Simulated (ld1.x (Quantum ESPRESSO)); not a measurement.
xenon, TM: configuration errors across variants

Xe (Z = 54), norm-conserving Troullier–Martins (Kleinman–Bylander form), made with ld1.x (Quantum ESPRESSO) 7.5 (Wu–Cohen, scalar-relativistic). Core [Kr], reference 4d10 5s2 5p6. Waves: 5s (bound): rc 1.35 bohr; 5p (bound): rc 2.10 bohr; 4d (bound): rc 1.05 bohr. Local part: the d channel. Core correction: Bessel-smoothed model core, default radius (core density twice the valence density).

All-electron excitation energies from the reference (eV): (1) 4d10 5s2 5p5 12.554; (2) 4d10 5s2 5p4 34.347; (3) 4d10 5s2 5p3 66.143; (4) 4d9 5s2 5p6 67.664; (5) 4d10 5s1 5p6 24.739; (6) 4d10 5s2 5p2 108.570; (7) 4d10 5s2 5p5.5 5.177.

The default core radius of the base comes out at 0.53 bohr.

Tests that are not counted but printed errors over 1 eV. “wave 4d (bound): rc 1.05 bohr becomes 4d (bound): rc 1.60 bohr”: 4d9 5s2 5p6 (solver errors, printed error -358 eV). “local potential all-electron potential smoothed inside 1.15 bohr (lloc = -1)”: 4d9 5s2 5p6 (solver errors, printed error -346 eV); 4d10 5s2 5p2 (solver errors, printed error -21.7 eV).

1 further variants failed, have other tests or too few solved ones, and are left out.

A true bound ghost makes a file unfit for plane-wave use even where its test errors are small: the radial tests pick states by their node count and pass the ghost by. Where a test does run into it, the solver fails or the error is huge.

Errors AE − PS in meV (a dash: test not solved or not reliable):

| change | (1) | (2) | (3) | (4) | (5) | (6) | (7) | bound ghosts |
| --- | --- | --- | --- | --- | --- | --- | --- | --- |
| base | -1.8 | +0.7 | +12 | -395 | -4.3 | +36 | -1.2 | s, p |
| all radii but the core radius scaled by about 1.18 (s 1.58, p 2.48, d 1.24 bohr) | -2.4 | -4.5 | -9.3 | -360 | +6.3 | -24 | -1.3 | s, p |
| wave 4d (bound): rc 1.05 bohr becomes 4d (bound): rc 1.60 bohr | -3.4 | -6.4 | -5.3 | – | -11 | +6.7 | -1.5 | s, p |
| core correction Bessel-smoothed model core inside 1.08 bohr | -1.8 | +0.7 | +12 | -397 | -4.2 | +36 | -1.2 | s, p |
| local potential all-electron potential smoothed inside 1.15 bohr (lloc = -1) | -3.5 | -6.7 | -5.3 | – | -10 | – | -1.6 | s, p |

Question: Give the same row for: wave 5s (bound): rc 1.35 bohr becomes 5s (bound): rc 1.40 bohr.

Answer: -1.8, +1.1, +13, -397, -3.2, +39, -1.2; bound ghosts: s, p.
